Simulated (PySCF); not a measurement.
AsF2⁺: a base run and its variants

Base input, run as `OMP_NUM_THREADS=1 python input.py` with PySCF 2.14:

```python
from pyscf import gto, scf
from pyscf.prop.polarizability import rhf as pol

mol = gto.M(
    atom='As 0 0 -0.3631; F 1.254 0 0.7189; F -1.254 0 0.7189',
    basis='6-31g*',
    charge=1,
    spin=0,
    verbose=4,
)
mf = scf.RHF(mol)
mf.kernel()
print('polarizability (a.u.)')
print(pol.Polarizability(mf).polarizability().round(4))
mf.dip_moment()
print('orbital energies (hartree):', mf.mo_energy[..., max(0, mol.nelec[1]-3):mol.nelec[0]+3].round(4))
```

Base result: E(SCF) = -2432.471017 Eh, 10 cycles, α(xx, yy, zz) = 20.5, 15.3, 16.4 bohr³. The dipole of an ion depends on the origin.

It ran on Arm Neoverse N1 (1 thread, shared host) in 2.3 s, peak memory 0.12 GiB.

Each row names what differs from the base; energies in brackets are changes from the base.

| change | result | wall time (s) |
| --- | --- | --- |
| functional: none (Hartree–Fock) → hcth407; SCF type: RHF → RKS; step after the SCF: polarizability → analyze | E(SCF) = -2436.098665 Eh, 9 cycles | 4.7 |
| geometry: coordinates × 1 → coordinates × 0.5 [unsound on purpose] | E(SCF) = -2423.662187 Eh, 9 cycles, α(xx, yy, zz) = 15.3, 20.4, 13.6 bohr³ | 2.2 |
| geometry: coordinates × 1 → coordinates × 1.12 | E(SCF) = -2432.417540 Eh (+1.4552 eV), 11 cycles, α(xx, yy, zz) = 26.2, 14.9, 20.5 bohr³ | 2.1 |
| functional: none (Hartree–Fock) → tpss; SCF type: RHF → RKS; step after the SCF: polarizability → analyze | E(SCF) = -2434.913580 Eh, 9 cycles | 7.1 |
| geometry: coordinates × 1 → coordinates × 0.3 [unsound on purpose] | E(SCF) = -2380.772804 Eh, 10 cycles, α(xx, yy, zz) = 14.3, 42.1, 9.6 bohr³ | 2.3 |
| density fitting: none → weigend [this fitting set is unfit for the basis or for exact exchange; a fit set errs by some meV] | E(SCF) = -2409.962115 Eh, 10 cycles, α(xx, yy, zz) = 20.7, 15.6, 16.5 bohr³ | 2 |
| PCM solvent, dielectric constant: none → 78.36; step after the SCF: polarizability → analyze | E(SCF) = -2432.598526 Eh (-3.4697 eV), 10 cycles | 7.6 |
| spin (2S): 0 → 2; SCF type: RHF → UHF [a high spin state] | E(SCF) = -2432.349677 Eh (+3.3018 eV), 12 cycles, ⟨S²⟩ = 2.019, α(xx, yy, zz) = 21.3, 12.6, 19.1 bohr³ | 2.7 |
| spin-free X2C: off → on [basis contracted without relativity] | E(SCF) = -2452.061639 Eh, 10 cycles, α(xx, yy, zz) = 20.4, 14.8, 16.4 bohr³ | 2.2 |
| damping: none → 0.5 | E(SCF) = -2432.471017 Eh (+0.0000 eV), 13 cycles, α(xx, yy, zz) = 20.5, 15.3, 16.4 bohr³ | 2.2 |
| spin (2S): 0 → 52 [unsound on purpose] [runs as restricted open-shell] | stops with AssertionError | 1 |
